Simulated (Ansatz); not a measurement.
The cluster GaO₃H₃, relaxed as a singlet with RKS PBE-D4/def2-SVP in Ansatz, starting from the GFN1-xTB geometry. Force threshold 0.02 eV/Å.

The structure holds 1 bond(s) between oxygen atoms. Another isomer (singlet) lies 3.83 eV lower at PBE0-D4/def2-TZVP; other spin states weren't run for this one.

Start:

```xyz
7

Ga   -0.428    0.978    0.261
O     0.107   -1.724   -0.339
O     1.277    1.370    0.130
O    -0.893   -0.734   -0.030
H    -1.534    1.924    0.591
H     1.915    0.686   -0.085
H    -0.443   -2.500   -0.528
```

```
         step  energy (eV)  largest force component (eV/Å)  SCF passes
            1  -58540.6442                           1.155          26
            2  -58540.7513                           0.587          30
            3  -58540.8027                           0.283          30
            4  -58540.8147                           0.222          29
            5  -58540.8233                           0.234          28
            6  -58540.8265                           0.261          29
 7 (rejected)  -58540.8224                           0.898          31
            8  -58540.8310                           0.174          30
            9  -58540.8378                           0.114          30
           10  -58540.8420                           0.034          29
           11  -58540.8420                           0.034          19
12 (rejected)  -58540.8420                           0.191          30
           13  -58540.8429                           0.023          29
14 (rejected)  -58540.8426                           0.127          28
           15  -58540.8431                           0.008          29
```

Force components are those of the run's own axes.

End:

```xyz
7

Ga   -0.492    0.974    0.265
O     0.216   -1.563   -0.045
O     1.274    1.163    0.021
O    -1.021   -0.788    0.118
H    -1.539    2.077    0.577
H     1.604    0.250   -0.124
H    -0.042   -2.114   -0.813
```

By distances, no bond broke or formed. The bond that changes most is Ga1–H5, from 1.49 to 1.55 Å (atoms count from 1).

No frequencies were taken in this run, so the end may be a saddle point.

Run time 11 s (4 threads of Arm Neoverse V1 on a shared host).
